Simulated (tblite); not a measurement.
C3H7ClO2Si (charge +1 and doublet state).
SMILES with atom numbers: `[CH2+:1][CH:2][O:3][Si@H:4]([Cl:5])[O:6][CH3:7]` (hydrogens: H8, H9 on C1; H10 on C2; H11 on Si4; H12, H13, H14 on C7)

Geometry (GFN2-xTB, Å), atoms numbered from 1 in this order:
```
atom  x, y, z in Å
C1     2.9656   -0.4702   -0.1467
C2     1.9988    0.4584    0.0906
O3     0.7454    0.2203   -0.1659
Si4   -0.7141    1.0289   -0.1758
Cl5   -0.6094    2.8042    0.6786
O6    -1.7486    0.1636    0.6711
C7    -2.5130   -1.0020    0.7006
H8     3.9943   -0.2714    0.1003
H9     2.7211   -1.4253   -0.5855
H10    2.2464    1.4314    0.5099
H11   -0.9203    0.9711   -1.6188
H12   -1.8740   -1.8832    0.8000
H13   -3.1415   -1.0798   -0.1874
H14   -3.1514   -0.9463    1.5897
```

Computed values, GFN2-xTB/tblite, gas phase, harmonic and unscaled. This tight-binding method is rough: wavenumbers can miss measured ones by several per cent, in bad cases by 10 to 20. Modes of hydrogen on silicon can be 10 to 20 % off. One conformer, not necessarily the lowest. Open shells enter through the occupations alone, without spin polarisation, and single modes of such species can be off by tens of per cent.

Harmonic wavenumbers (cm⁻¹): 40.3, 71.9, 78.4, 89.2, 96.7, 124.4, 211.6, 243.8, 257.4, 404.7, 511.3, 529.2, 546.0, 630.0, 677.6, 760.5, 868.3, 876.5, 973.0, 1067.9, 1093.6, 1144.7, 1237.1, 1274.8, 1323.9, 1363.8, 1379.5, 1413.6, 1483.5, 2231.8, 2926.9, 2956.4, 2991.4, 2999.8, 3094.4, 3146.3.

A = 2043, B = 1281, C = 835.2 MHz; mass 137.990 u (most abundant isotopes); point group C1, symmetry number 1; spin multiplicity 2.

**Question.** Zero-point energy?

**Answer.** Half the sum of the wavenumbers: 20560 cm⁻¹ = 245.95 kJ/mol.

**Question.** What is S at 500 K and 1 bar for an ideal gas of classical rigid rotors and harmonic oscillators?

**Answer.** Translation 181.05, rotation 129.36, vibration 212.67, spin (R ln 2) 5.76: S = 528.8 J/(mol K).

**Question.** And Cp and H(500 K) − H(0)?

**Answer.** Cp = 199.14 J/(mol K), of which vibrations give 165.88 (their classical limit is 36 R = 299.3); H(500 K) − H(0) = 65.66 kJ/mol without the zero-point energy, 49.03 from vibrations.

**Question.** Which modes carry the vibrational entropy at 500 K?

**Answer.** 40.3 cm⁻¹: 26.23; 71.9 cm⁻¹: 21.43; 78.4 cm⁻¹: 20.71; 89.2 cm⁻¹: 19.64; 96.7 cm⁻¹: 18.98; 124.4 cm⁻¹: 16.90 J/(mol K); the other 30 give 88.78 together.

**Question.** What must be added to the electronic energy to get the Gibbs energy at 500 K and 1 bar?

**Answer.** ZPE + [H(500 K) − H(0)] − T·S = 245.95 + 65.66 − 264.42 = 47.19 kJ/mol.

Hindered rotation and anharmonicity are outside this model. Other conformers, if any are populated, would add a mixing term that is left out. The structure is chiral; the term R ln 2 for an equal mix with its mirror image is left out.

Hardware: one thread of an Arm Neoverse V1, shared host with 32 logical CPUs at a one-minute load of 12. Cost: 0.51 s of wall time. The figure is for the frequency step alone.
